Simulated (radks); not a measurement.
Values are calculated unless marked as measured or tabulated.
Coherent X-ray form factor from a spherical all-electron density. Code: a radial shooting solver on a logarithmic mesh with Libxc functionals. Model: scalar-relativistic Kohn-Sham, exchange-only PBE, spin-polarised, spherical densities, finite nucleus; Fermi nuclear charge, rms radius of each element as measured or else 0.836 A^(1/3) + 0.57 fm.

| sin(theta)/lambda (1/angstrom) | f0 (electrons) |
|---|---|
| 0.05 | 10.758 |
| 0.1 | 10.162 |
| 0.15 | 9.449 |
| 0.2 | 8.750 |
| 0.25 | 8.084 |
| 0.3 | 7.433 |
| 0.4 | 6.165 |
| 0.5 | 5.011 |
| 0.6 | 4.049 |
| 0.8 | 2.739 |
| 1 | 2.035 |
| 1.25 | 1.607 |
| 1.5 | 1.390 |
| 2 | 1.118 |

The species is in the configuration that NIST lists as its ground one. Which atom or ion scatters so?

Answer. The magnesium ion Mg+, [Ne] 3s1. Extrapolating in s^2 from the first two rows gives f0(0) = 11.0, near the electron count 11; among species with that count, the fall with angle is slower the higher Z, and the table is that of Z = 12; from so few rows the species is fixed only to a neighbour or two.
